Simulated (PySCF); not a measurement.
# As⁻ (arsenic, charge -1): BHandHLYP calculation

Configuration: [Ar] 3d10 4s2 4p4, high-spin 3P determinant. All numbers are calculated (PySCF 2.14, the spin-free X2C one-electron Hamiltonian (Gaussian nucleus), in dyall-av3z (24s17p11d2f, 144 functions)).

* Total energy: -2260.784 hartree
* One-electron energy: -3155.098 hartree
* Hartree (Coulomb) energy: 978.843 hartree
* Exchange-correlation energy: -84.529 hartree
* ⟨S²⟩: 2.0105
* ⟨L²⟩: 2.037
* Sum of ⟨r⟩: 28.98 bohr
* Sum of ⟨r²⟩: 62.65 bohr²
* Traceless quadrupole moment −½Σ⟨3z² − r²⟩ along its main axis: -5.76 e·bohr²
* Langevin diamagnetic susceptibility: -49.6 ×10⁻⁶ cm³/mol
* Time after the integrals: roughly 13 core-seconds

```tsv
shell	electrons	mean orbital energy (eV)	spread (eV)	rms radius, mean of both spins (bohr)
1s α	1	-11820.2	0	0.0524
1s β	1	-11820.1	0	0.0524
2s α	1	-1521.9	0	0.220
2s β	1	-1521.9	0	0.220
2p α	3	-1331.5	0.108	0.196
2p β	3	-1331.4	0.008	0.196
3s α	1	-200.60	0	0.641
3s β	1	-200.43	0	0.641
3p α	3	-140.56	0.322	0.668
3p β	3	-140.34	0.085	0.668
3d α	5	-41.513	0.319	0.757
3d β	5	-41.357	0.193	0.757
4s α	1	-11.537	0	2.18
4s β	1	-9.031	0	2.18
4p α	3	-0.981	0.956	3.30
4p β	1	0.286	0	3.30
```

At BHandHLYP the highest occupied level has a positive energy, so only the finite basis holds that electron; in a semilocal or global hybrid functional this comes from self-interaction and does not mean that the real anion is unbound.

Densities and radii are taken from the X2C orbitals without a picture-change correction, which distorts them close to the nucleus.
